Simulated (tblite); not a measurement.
Species: C4H7ClGeO.
Atom-mapped SMILES: `[CH2:1]=[C:2]1[CH2:3][CH2:4][O:5][Ge@@H:6]1[Cl:7]` (hydrogens: H8, H9 on C1; H10, H11 on C3; H12, H13 on C4; H14 on Ge6)

Computed with GFN2-xTB (tblite), gas phase: L-BFGS steps from a force-field or distance-geometry start until the largest atomic force falls under 0.01 eV/Å.

Step 24: E = -617.8362 eV
```
atom  x, y, z in Å  |  force x, y, z in eV/Å
C1      2.0289   -0.0453    0.6490    0.029  -0.006   0.007
C2      0.7974    0.0405    0.1809   -0.009  -0.100  -0.010
C3     -0.0070   -1.1179   -0.3373   -0.083   0.006  -0.043
C4     -1.4950   -0.7682   -0.1785   -0.019   0.014   0.055
O5     -1.7360    0.5810   -0.5286   -0.017  -0.011  -0.010
Ge6    -0.3771    1.6346   -0.0100   -0.044   0.045   0.065
Cl7    -0.0383    3.0471   -1.5268   -0.013  -0.090  -0.007
H8      2.5798    0.8163    0.9847   -0.009   0.016   0.020
H9      2.5355   -0.9985    0.7010    0.041   0.021   0.022
H10     0.2235   -2.0611    0.1631    0.014   0.116   0.015
H11     0.2117   -1.2316   -1.4031   -0.021   0.014  -0.016
H12    -2.1267   -1.3977   -0.8150    0.072   0.098  -0.027
H13    -1.7971   -0.9306    0.8633    0.012  -0.030   0.001
H14    -0.8005    2.4306    1.2353    0.048  -0.092  -0.074
```

Step 25: E = -617.8382 eV
```
atom  x, y, z in Å  |  force x, y, z in eV/Å
C1      2.0293   -0.0455    0.6490    0.013  -0.007   0.005
C2      0.7970    0.0403    0.1827   -0.014  -0.042   0.010
C3     -0.0083   -1.1179   -0.3342   -0.034   0.033  -0.046
C4     -1.4960   -0.7687   -0.1794   -0.017   0.031   0.017
O5     -1.7360    0.5846   -0.5179   -0.044  -0.047  -0.007
Ge6    -0.3782    1.6373   -0.0057    0.028  -0.001  -0.007
Cl7    -0.0482    3.0410   -1.5362   -0.016  -0.104   0.023
H8      2.5824    0.8143    0.9857   -0.016   0.018   0.013
H9      2.5340   -0.9993    0.6996    0.053   0.006   0.026
H10     0.2275   -2.0591    0.1676   -0.014   0.110   0.006
H11     0.2135   -1.2292   -1.3989   -0.021  -0.006  -0.041
H12    -2.1239   -1.3904   -0.8265    0.064   0.087  -0.028
H13    -1.8033   -0.9422    0.8571   -0.008  -0.026   0.052
H14    -0.7908    2.4343    1.2348    0.023  -0.053  -0.024
```

Step 26: E = -617.8398 eV
```
atom  x, y, z in Å  |  force x, y, z in eV/Å
C1      2.0299   -0.0461    0.6492   -0.003  -0.007   0.004
C2      0.7967    0.0395    0.1843   -0.006   0.022   0.020
C3     -0.0099   -1.1171   -0.3327    0.013   0.050  -0.035
C4     -1.4971   -0.7687   -0.1798   -0.008   0.037  -0.009
O5     -1.7374    0.5867   -0.5096   -0.049  -0.044   0.005
Ge6    -0.3788    1.6392   -0.0023    0.071  -0.055  -0.058
Cl7    -0.0568    3.0342   -1.5427   -0.013  -0.099   0.030
H8      2.5845    0.8128    0.9864   -0.027   0.015   0.006
H9      2.5339   -1.0001    0.6993    0.057   0.000   0.025
H10     0.2297   -2.0552    0.1717   -0.030   0.077   0.002
H11     0.2147   -1.2275   -1.3964   -0.024  -0.018  -0.054
H12    -2.1199   -1.3837   -0.8364    0.038   0.061  -0.031
H13    -1.8083   -0.9521    0.8528   -0.020  -0.019   0.074
H14    -0.7821    2.4375    1.2340    0.002  -0.020   0.021
```

Question: Estimate the geometry and energy of step 27. (The exact step hangs on the optimiser's Hessian estimate; all steps are aligned on step 26, rigid shifts and turns removed.)

Answer: E = -617.8415 eV, largest force 0.146 eV/Å
```
atom  x, y, z in Å  |  force x, y, z in eV/Å
C1      2.0307   -0.0470    0.6495   -0.014  -0.006   0.007
C2      0.7964    0.0391    0.1868    0.013   0.076   0.016
C3     -0.0113   -1.1151   -0.3315    0.050   0.056  -0.019
C4     -1.4984   -0.7684   -0.1801   -0.007   0.029  -0.022
O5     -1.7401    0.5885   -0.4996   -0.035  -0.021   0.025
Ge6    -0.3779    1.6404    0.0005    0.078  -0.095  -0.078
Cl7    -0.0676    3.0245   -1.5499   -0.005  -0.080   0.020
H8      2.5867    0.8112    0.9873   -0.037   0.010   0.001
H9      2.5346   -1.0012    0.6992    0.053   0.001   0.023
H10     0.2314   -2.0491    0.1767   -0.043   0.030  -0.005
H11     0.2158   -1.2258   -1.3945   -0.027  -0.024  -0.056
H12    -2.1145   -1.3751   -0.8493    0.008   0.028  -0.023
H13    -1.8149   -0.9643    0.8490   -0.022  -0.008   0.058
H14    -0.7718    2.4416    1.2336   -0.013   0.004   0.052
```

The energy changes by -0.0017 eV. The first-order estimate −F·Δx gives -0.0023 eV and the mean of the old and new forces, exact on a quadratic surface, -0.0017 eV. The step makes an angle of 74° with the force vector and moves no atom by more than 0.016 Å.

The cost below is that of the whole relaxation. Time: 0.53 s. Hardware: an Arm Neoverse V1 with one thread, shared host with 32 logical CPUs at a one-minute load of 21.
